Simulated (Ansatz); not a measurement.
CH3FSSi, SMILES `CS[Si]F`, relaxed with RKS PBE0-D4/def2-TZVP in Ansatz from a PBE-D4/def2-SVP geometry. The force threshold is 0.005 eV/Å; the program also tests the step.

Charge 0, multiplicity 1.

Start:

```xyz
7

C    -0.134    0.478    0.752
S     1.348   -0.459    0.205
Si    0.804   -1.306   -1.719
F    -0.748   -0.719   -1.860
H    -1.004   -0.195    0.860
H     0.113    0.926    1.732
H    -0.380    1.277    0.029
```

Q: By how much does the energy fall, and how many steps does the optimiser take? (Estimate.)

A: Ansatz gave: 0.06 eV, in 5 steps.

Q: Which bonds change most? (Best estimate.)

A: Ansatz gave: Si3–F4 from 1.665 to 1.621 Å; S2–Si3 from 2.171 to 2.135 Å; C1–S2 from 1.837 to 1.816 Å; C1–H5 from 1.105 to 1.088 Å.

Q: Give the relaxed structure. (An estimate is asked.)

A: Computed: 
```xyz
7

C    -0.136    0.477    0.749
S     1.320   -0.454    0.191
Si    0.790   -1.289   -1.701
F    -0.724   -0.731   -1.854
H    -0.992   -0.185    0.858
H     0.116    0.913    1.715
H    -0.375    1.268    0.042
```
